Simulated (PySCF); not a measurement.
Compound: C2H6FNO4S2.
Structure used (GFN2-xTB), in Å, numbered top down from 1:
```
atom  x, y, z in Å
C1    -2.3166   -0.5912   -0.5398
C2    -1.1236   -0.3566    0.3651
S3     0.0368    0.6955   -0.5186
O4    -0.5469    1.9692   -0.7957
O5     0.6727   -0.0017   -1.5800
N6     1.2100    0.9874    0.6996
S7     2.3010   -0.2091    0.7849
O8     3.2080    0.0270    1.8402
O9     1.6177   -1.4363    0.6763
F10    3.1508    0.0289   -0.5568
H11   -2.7855    0.3580   -0.7878
H12   -3.0467   -1.2323   -0.0508
H13   -1.9898   -1.0665   -1.4609
H14   -1.3871    0.1820    1.2696
H15   -0.5793   -1.2672    0.5920
H16    1.5710    1.9218    0.7693
```

Computed at PBE0/pcSseg-1 (PySCF, non-relativistic), with Q(33S) = −0.0678 b, Q(17O) = −0.0256 b, Q(14N) = 0.02044 b: S3, 33S (I = 3/2): χzz = -17.54 MHz, η = 0.078; O4, 17O (I = 5/2): χzz = -7.855 MHz, η = 0.219; O5, 17O (I = 5/2): χzz = -7.472 MHz, η = 0.239; N6, 14N (I = 1): χzz = -5.363 MHz, η = 0.227; S7, 33S (I = 3/2): χzz = -16.84 MHz, η = 0.966; O8, 17O (I = 5/2): χzz = -7.766 MHz, η = 0.111; O9, 17O (I = 5/2): χzz = -7.923 MHz, η = 0.164.

Q: Where would the pure quadrupole (NQR) lines of 33S at S3 fall for the rigid, isolated species?

A: From ν = (|χ|/2)√(1 + η²/3): ν = 8.780 MHz (sulfonyl sulfur).

Q: Where would the pure quadrupole (NQR) lines of 17O at O4 fall for the rigid, isolated species?

A: From the eigenvalues of H = χ/[4I(2I − 1)] × [3Iz² − I(I + 1) + η(Ix² − Iy²)], steps between neighbouring levels, labelled as for η = 0: ±1/2↔±3/2 1.238 MHz, ±3/2↔±5/2 2.334 MHz (sulfonyl oxygen).

Q: Find the zero-field quadrupole resonance frequencies of 17O at O5.

A: From the eigenvalues of H = χ/[4I(2I − 1)] × [3Iz² − I(I + 1) + η(Ix² − Iy²)], steps between neighbouring levels, labelled as for η = 0: ±1/2↔±3/2 1.188 MHz, ±3/2↔±5/2 2.217 MHz (sulfonyl oxygen).

Q: Where would the pure quadrupole (NQR) lines of 14N at N6 fall for the rigid, isolated species?

A: From ν± = (3/4)|χ|(1 ± η/3) and ν0 = |χ|η/2: ν+ 4.327 MHz, ν− 3.718 MHz, ν0 0.609 MHz (sulfonyl-bound nitrogen).

Q: Find the zero-field quadrupole resonance frequencies of 33S at S7.

A: From ν = (|χ|/2)√(1 + η²/3): ν = 9.640 MHz (sulfonyl sulfur).

Q: Where would the pure quadrupole (NQR) lines of 17O at O8 fall for the rigid, isolated species?

A: From the eigenvalues of H = χ/[4I(2I − 1)] × [3Iz² − I(I + 1) + η(Ix² − Iy²)], steps between neighbouring levels, labelled as for η = 0: ±1/2↔±3/2 1.180 MHz, ±3/2↔±5/2 2.324 MHz (sulfonyl oxygen).

Q: Find the zero-field quadrupole resonance frequencies of 17O at O9.

A: From the eigenvalues of H = χ/[4I(2I − 1)] × [3Iz² − I(I + 1) + η(Ix² − Iy²)], steps between neighbouring levels, labelled as for η = 0: ±1/2↔±3/2 1.223 MHz, ±3/2↔±5/2 2.364 MHz (sulfonyl oxygen).

In a crystal, neighbours and librations shift these lines. GFN2-xTB bond lengths can be off by several hundredths of an ångström, more for odd bonds, and the gradients follow them. With so small a basis the couplings can be 20 % off.

One conformer stands for the species.
